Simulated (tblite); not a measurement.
Input of a run (GFN2-xTB geometry optimisation, gas phase (tblite 0.8.0)), started from a force field or distance geometry:
```
{"job": {"kind": "relax", "xc": "GFN2-xTB", "basis": "xTB"}, "charge": 0, "multiplicity": 1}
C      1.611200     0.919600     1.821800
C      1.709500     0.474200     0.691400
C      1.878100    -0.091900    -0.638900
C      0.792100    -1.094500    -0.943300
Si    -0.932700    -0.447800    -0.849500
P     -1.096400     1.670400    -1.522000
Si    -1.562200    -0.585300     1.286600
Cl    -3.595700    -1.052700     1.365600
H      1.496400     1.305000     2.808700
H      2.849300    -0.638800    -0.644400
H      1.861800     0.700500    -1.427700
H      0.998000    -1.676000    -1.870500
H      0.871000    -1.855200    -0.094100
H     -1.829500    -1.271100    -1.711000
H     -0.467800     2.573700    -0.566000
H     -2.518900     2.026200    -1.556700
H     -0.783700    -1.666300     1.906400
H     -1.289600     0.716200     1.931900
```

Output (eV, eV/Å):
```
step      E/eV     max force
  0    -656.13658    2.423
  1    -656.33578    4.868
  2    -656.50849    2.927
  3    -656.68710    1.151
  4    -656.84469    0.841
  5    -656.93203    0.885
  6    -656.97233    0.479
  7    -656.99958    0.341
  8    -657.01689    0.397
  9    -657.03259    0.385
 10    -657.04674    0.296
 11    -657.06048    0.363
 12    -657.07255    0.322
 13    -657.08094    0.239
 14    -657.08721    0.253
 15    -657.09197    0.182
 16    -657.09598    0.164
 17    -657.09946    0.155
 18    -657.10220    0.150
 19    -657.10475    0.174
 20    -657.10737    0.165
 21    -657.11004    0.132
 22    -657.11274    0.151
 23    -657.11536    0.165
 24    -657.11781    0.139
 25    -657.11990    0.136
 26    -657.12155    0.121
 27    -657.12304    0.106
 28    -657.12478    0.132
 29    -657.12682    0.122
 30    -657.12885    0.113
 31    -657.13030    0.092
 32    -657.13107    0.053
 33    -657.13156    0.063
 34    -657.13204    0.059
 35    -657.13263    0.060
 36    -657.13329    0.077
 37    -657.13386    0.073
 38    -657.13422    0.048
 39    -657.13442    0.034
 40    -657.13459    0.043
 41    -657.13479    0.053
 42    -657.13506    0.054
 43    -657.13533    0.053
 44    -657.13553    0.035
 45    -657.13564    0.023
 46    -657.13572    0.026
 47    -657.13582    0.038
 48    -657.13595    0.041
 49    -657.13607    0.028
 50    -657.13617    0.030
 51    -657.13627    0.030
 52    -657.13639    0.043
 53    -657.13655    0.051
 54    -657.13670    0.035
 55    -657.13680    0.025
 56    -657.13688    0.023
 57    -657.13698    0.038
 58    -657.13713    0.050
 59    -657.13731    0.045
 60    -657.13745    0.037
 61    -657.13754    0.025
 62    -657.13760    0.019
 63    -657.13766    0.020
 64    -657.13770    0.019
 65    -657.13774    0.018
 66    -657.13778    0.022
 67    -657.13783    0.030
 68    -657.13791    0.032
 69    -657.13800    0.020
 70    -657.13805    0.017
 71    -657.13808    0.015
 72    -657.13811    0.015
 73    -657.13815    0.017
 74    -657.13819    0.014
 75    -657.13821    0.013
 76    -657.13823    0.013
 77    -657.13825    0.013
 78    -657.13828    0.011
 79    -657.13830    0.013
 80    -657.13832    0.014
 81    -657.13834    0.013
 82    -657.13836    0.016
 83    -657.13840    0.016
 84    -657.13843    0.012
 85    -657.13846    0.012
 86    -657.13848    0.012
 87    -657.13851    0.014
 88    -657.13854    0.014
 89    -657.13857    0.009
```

Question: Summarise the run.

Answer: The energy falls by 23.1 kcal/mol over 89 L-BFGS steps, the largest force on an atom goes from 2.42 to 0.009 eV/Å, and the atoms move by 0.229 Å rms after alignment. The bond that changes most is Si5–Si7 (SiH silicon to chlorine-bound silicon), which lengthens by 0.105 Å. Bonds longer at the end by more than 0.005 Å: 4 of 17; shorter: 13. Among the angles that change most is Si5–P6–H15, from 111.1° to 95.2°. Among the dihedrals that turn most is H14–Si5–P6–H16, from 52° to 71°. The energy never rose by more than 1e-5 eV on the way. The first step brought 20 % of the lowering.

Question: What are the final bond lengths?

Answer: C1≡C2 1.197 Å, C2–C3 1.447 Å, C3–C4 1.530 Å, C4–Si5 1.918 Å, Si5–P6 2.255 Å, Si5–Si7 2.336 Å, Si7–Cl8 2.024 Å, C1–H9 1.049 Å, C3–H10 1.095 Å, C3–H11 1.097 Å, C4–H12 1.090 Å, C4–H13 1.091 Å, Si5–H14 1.479 Å, P6–H15 1.384 Å, P6–H16 1.383 Å, Si7–H17 1.463 Å, Si7–H18 1.465 Å. Numbering counts from 1 in the input's order; the species is `C#CCC[Si@H](P)[SiH2]Cl`.

Its GFN2-xTB frequencies are all real (lowest 20 cm⁻¹). One conformer, not necessarily the lowest. 3 starts were optimised and ended at 0.00, 0.87 and 1.55 kcal/mol (GFN2-xTB); the lowest of these is shown.

These are computed values.
